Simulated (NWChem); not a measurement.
CH$_{6}$O$_{2}$Si$_{2}$; SMILES [Si@H](C=O)(O)[SiH3]

Program: NWChem. Pople sets run with spherical d functions. The geometry was optimised at B3LYP/6-31G* (spherical d). Gas phase, vertical. One conformer.

LRC-wPBEh/6-31G*, full TDDFT puts singlet state 3 at 6.16 eV with oscillator strength 0.068.

**Question.** Give the wavelength, the transition dipole and the radiative lifetime of that state in vacuum.

**Answer.** 
1. λ = 1239.84/6.16 = 201 nm, or 49680 cm⁻¹.
2. f = (2/3) ΔE μ² in atomic units, so μ = √(1.5 f/ΔE) = 0.67 a.u. = 1.71 D.
3. τ = 1.499 s cm⁻² / (f ν²) = 8.9 ns, for a non-degenerate state that emits at the vertical energy; a higher state like this one mostly decays faster by other paths.
